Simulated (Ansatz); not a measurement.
Two isomers of C8H18O: A = `CC[C@H](C)O[C@@H](C)CC`, B = `CCCCOCCCC`.

Gas-phase electronic energies from Ansatz, PBE0-D4/def2-TZVP geometries. CCSD(T)/CBS adds triple-zeta CCSD(T) − MP2 to the extrapolated MP2 energy (def2 sets, frozen cores). DFT in def2-TZVPP. B3LYP here is the variant with VWN-RPA as its local correlation; programs differ in this. One conformer a species, not always the lowest.

A:

```xyz
27

C    -1.850   -0.954   -2.151
C    -0.461   -1.480   -1.839
C     0.406   -0.483   -1.093
C     1.825   -0.989   -0.908
O    -0.206   -0.244    0.161
C     0.052    1.024    0.735
C    -0.916    2.062    0.198
C    -0.053    0.872    2.241
C     0.987   -0.066    2.825
H    -1.802   -0.066   -2.787
H    -2.373   -0.681   -1.233
H    -2.449   -1.703   -2.674
H    -0.529   -2.388   -1.230
H     0.055   -1.760   -2.764
H     0.430    0.455   -1.670
H     2.425   -0.284   -0.329
H     1.816   -1.943   -0.376
H     2.315   -1.133   -1.874
H     1.081    1.331    0.489
H    -0.692    3.051    0.606
H    -1.940    1.797    0.473
H    -0.864    2.129   -0.891
H     0.034    1.865    2.694
H    -1.061    0.510    2.472
H     0.900   -1.060    2.384
H     2.000    0.300    2.632
H     0.871   -0.162    3.907
```

B:

```xyz
27

C     0.835   -1.350    4.137
C     0.151   -0.349    3.222
C     0.950   -0.057    1.963
C     0.267    0.960    1.067
O     1.011    1.258   -0.091
C     0.801    0.369   -1.163
C    -0.400    0.741   -2.012
C    -0.600   -0.208   -3.182
C    -1.788    0.166   -4.051
H     0.991   -2.306    3.628
H     0.243   -1.545    5.035
H     1.815   -0.985    4.457
H    -0.021    0.587    3.767
H    -0.841   -0.724    2.945
H     1.111   -0.989    1.408
H     1.943    0.323    2.225
H     0.145    1.904    1.607
H    -0.743    0.611    0.804
H     1.709    0.402   -1.774
H     0.700   -0.665   -0.800
H    -0.264    1.765   -2.376
H    -1.303    0.749   -1.390
H     0.310   -0.227   -3.793
H    -0.729   -1.229   -2.804
H    -1.668    1.169   -4.470
H    -1.911   -0.530   -4.884
H    -2.716    0.161   -3.473
```

Question: Which is lower in electronic energy at CCSD(T)/CBS, and by how much? (An estimate is asked.)

Answer: Computed: A, by 8.9 kcal/mol.

Question: Give E(B) − E(A) in kcal/mol with ωB97M-V, B3LYP, LDA (SPW92), CCSD(T)/def2-TZVPP, BLYP-D4, PBE-D4, HF/def2-TZVPP. (An estimate is asked.)

Answer: The calculation gave: ωB97M-V 9.2, B3LYP 5.7, LDA (SPW92) 9.9, CCSD(T)/def2-TZVPP 9.0, BLYP-D4 8.6, PBE-D4 8.2, HF/def2-TZVPP 5.1. None reverses the order clearly.

Largest T1 diagnostic: 0.010.

From BLYP to BHLYP (50 % exact exchange), in def2-TZVPP and without D4, E(B) − E(A) moves by +1.1 kcal/mol. At CCSD(T), def2-SVP lies +1.2 kcal/mol from the extrapolated value and def2-TZVPP +0.2 kcal/mol.
